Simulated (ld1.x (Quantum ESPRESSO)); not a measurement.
**lead, PAW: configuration errors across variants**

Pb (Z = 82), PAW, made with ld1.x (Quantum ESPRESSO) 7.5 (LDA (PZ), fully relativistic). Core [Xe] 4f14, reference 5d10 6s1 6p3. Waves: 6s (bound): rcut 2.20, rcutus 2.35 bohr; 6s channel at -0.25 Ry: rcut 2.20, rcutus 2.35 bohr; 6p (bound): rcut 2.30, rcutus 2.80 bohr; 6p channel at 3.9 Ry: rcut 2.30, rcutus 2.80 bohr; 5d (bound): rcut 1.00, rcutus 1.20 bohr; 5d channel at 2.95 Ry: rcut 1.00, rcutus 1.20 bohr. Local part: all-electron potential smoothed inside 2.65 bohr (lloc = -2). Core correction: Bessel-smoothed model core inside 1.15 bohr. Augmentation charge: PSQ, inside the norm-conserving radii.

Open shells are filled in proportion to 2j + 1 (rel_dist='average').

All-electron excitation energies from the reference (eV): (1) 5d10 6s2 6p2 -8.644; (2) 5d10 6s2 6p1 -1.686; (3) 5d10 6s2 6p0 12.238; (4) 5d10 6s2 6p2.3 -9.536; (5) 5d10 6s1 6p0 45.109; (6) 5d10 6s1 6p2 7.731; (7) 5d9 6s2 6p2 18.574.

1 further variants failed, have other tests or too few solved ones, and are left out.

Errors AE − PS in meV (a dash: test not solved or not reliable):

| change | (1) | (2) | (3) | (4) | (5) | (6) | (7) | bound ghosts |
| --- | --- | --- | --- | --- | --- | --- | --- | --- |
| base | 0.0 | -0.1 | -0.2 | -0.1 | -3.9 | +0.4 | -32 | not determined |
| waves 6s (bound): rcut 1.76, rcutus 1.86 bohr; 6s channel at -0.25 Ry: rcut 1.76, rcutus 1.86 bohr | -0.3 | -0.1 | -0.1 | -0.4 | -3.8 | +0.4 | -39 | not determined |
| waves 6s (bound): rcut 2.06, rcutus 2.18 bohr; 6s channel at -0.25 Ry: rcut 2.06, rcutus 2.18 bohr | -0.1 | -0.1 | -0.2 | -0.2 | -3.9 | +0.5 | -43 | not determined |
| waves 6s (bound): rcut 2.20, rcutus 2.44 bohr; 6s channel at -0.25 Ry: rcut 2.20, rcutus 2.44 bohr | 0.0 | -0.1 | -0.1 | 0.0 | -4.0 | +0.4 | -26 | not determined |
| waves 6s (bound): rcut 2.20, rcutus 2.74 bohr; 6s channel at -0.25 Ry: rcut 2.20, rcutus 2.74 bohr | +0.3 | +0.3 | +0.2 | +0.3 | -3.9 | +0.4 | -4.1 | not determined |
| waves 6s (bound): rcut 2.20, rcutus 3.16 bohr; 6s channel at -0.25 Ry: rcut 2.20, rcutus 3.16 bohr | +0.6 | +0.4 | +0.5 | +0.6 | -3.4 | +0.4 | +50 | not determined |
| waves 6s (bound): rcut 2.20, rcutus 3.44 bohr; 6s channel at -0.25 Ry: rcut 2.20, rcutus 3.44 bohr | +1.0 | +0.7 | +0.5 | +1.1 | -3.2 | +0.4 | +12 | not determined |

Give the same row for: waves 6s (bound): rcut 2.20, rcutus 3.00 bohr; 6s channel at -0.25 Ry: rcut 2.20, rcutus 3.00 bohr.

+0.5, +0.4, +0.4, +0.5, -4.0, +0.4, +16; bound ghosts: not determined.
